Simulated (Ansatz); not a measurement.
Program: Ansatz 0.2.0.

A structure relaxed at PBE0-D4/def2-TZVP, charge 0, multiplicity 1:

Cartesian coordinates in Å:
```
C -1.6312 0.3454 0.2418
C -0.4177 -0.5839 0.2483
B 0.8229 -0.0280 -0.5345
N 2.0895 0.1011 0.0206
Cl 0.6329 0.4670 -2.2406
H -2.4784 -0.1016 0.7668
H -1.4054 1.2977 0.7288
H -1.9480 0.5678 -0.7790
H -0.6986 -1.5393 -0.2132
H -0.1330 -0.8206 1.2799
H 2.8824 0.4454 -0.4930
H 2.2847 -0.1509 0.9740
```

**Question.** Give its formula and SMILES.

**Answer.** C2H7BClN, `CCB(N)Cl`.

**Question.** Summarise the bond lengths by kind.

**Answer.** 1 × C–C 1.528 Å; 5 × C–H 1.092 to 1.098 Å; 1 × B–C 1.569 Å; 1 × B–N 1.389 Å; 1 × B–Cl 1.787 Å; 2 × H–N 1.005 to 1.006 Å.
